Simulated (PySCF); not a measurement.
# Working out the ionisation energy of Fe

Fe [Ar] 3d6 4s2 (5D) → Fe⁺ [Ar] 3d6 4s1 (6D). Computed with PySCF 2.14 in ANO-RCC-VTZP, with scalar relativity by spin-free X2C-1e. Frozen: [Ne]. Energies in hartree (1 hartree = 27.21139 eV):

```tsv
part	Fe (lower)	Fe⁺ (upper)
UHF	-1271.346867	-1271.110205
CCSD correlation	-0.492683	-0.448039
(T)	-0.012939	-0.008421
```

Problem. What does Hartree-Fock give?

Solution. (-1271.110205) − (-1271.346867) = 0.236662 hartree = 6.440 eV.

Problem. What do CCSD and CCSD(T) give?

Solution. The CCSD correlation energies differ by 0.044644 hartree = 1.215 eV and the triples by 0.004518 hartree = 0.123 eV, so CCSD gives 7.655 eV and CCSD(T) 7.778 eV.

Measured between the centres of the two terms (NIST): 7.904 eV, so CCSD(T) (valence and next inner shell) is off by -0.126 eV.

What remains against the reference includes basis incompleteness, the frozen core and higher excitations.
